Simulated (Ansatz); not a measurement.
Consider the substitution at a C–Si bond: `CC(=O)[SiH3]` + H₂Se → `CC(=O)[SeH]` + SiH₄.

Computed with Ansatz on PBE0-D4/def2-TZVP structures; ΔE is electronic, products minus reactants. CCSD(T)/CBS is the MP2 limit (def2-TZVPP, def2-QZVPP) plus CCSD(T) − MP2 in def2-TZVPP, frozen cores. This one scheme is used for every species. DFT in def2-TZVPP. B3LYP here is the variant with VWN-RPA as its local correlation; programs differ in this. HSE06 is defined as in plane-wave codes. For Se outer-core shells are correlated without core-valence functions, which leaves a few kJ/mol of doubt a bond. Scalar relativity is left out up to krypton. One conformer a species, not always the lowest.

| level | ΔE (kJ/mol) | difference from CCSD(T)/CBS |
| --- | --- | --- |
| LDA (SPW92) | -29.5 | -9.7 |
| r2SCAN-D4 | -30.8 | -11.0 |
| PBE0-D4 | -24.6 | -4.8 |
| B3LYP-D4 | -25.2 | -5.4 |
| HSE06-D4 | -24.8 | -5.0 |
| BHLYP-D4 | -20.0 | -0.2 |
| CAM-B3LYP-D4 | -19.6 | 0.2 |
| ωB97M-V | -18.5 | 1.3 |
| r2SCANh | -28.8 | -9.0 |
| r2SCAN0 | -25.8 | -6.0 |
| RPA@PBE/def2-TZVPP | -23.8 | -4.0 |
| CCSD(T)/def2-SVP | -16.6 | 3.2 |
| MP2/def2-TZVPP | -29.1 | -9.3 |
| SCS-MP2/def2-TZVPP | -25.9 | -6.1 |
| MP2/def2-QZVPP | -27.3 | -7.5 |
| SCS-MP2/def2-QZVPP | -23.9 | -4.1 |
| CCSD(T)/CBS | -19.8 | 0 |

**Question.** What do rigid-rotor, harmonic-oscillator terms from PBE0-D4/def2-TZVP frequencies (298.15 K, 1 bar) make of the CCSD(T)/CBS value? (Best estimate.)

**Answer.** The calculation gave: ΔZPE = +4.2 kJ/mol, ΔH = -17.5 kJ/mol, ΔS = -32 J/(mol·K), ΔG = -7.9 kJ/mol. Modes under 50 cm⁻¹ make the entropy rough.

Largest T1 diagnostic among the species: 0.015.

From BLYP to BHLYP (50 % exact exchange), in def2-TZVPP and without D4, ΔE moves by +9.1 kJ/mol. In def2-TZVPP, CCSD(T) changes the Hartree–Fock value by −8.3 kJ/mol (the triples alone add −3.5 kJ/mol) and MP2 by −14.9 kJ/mol.
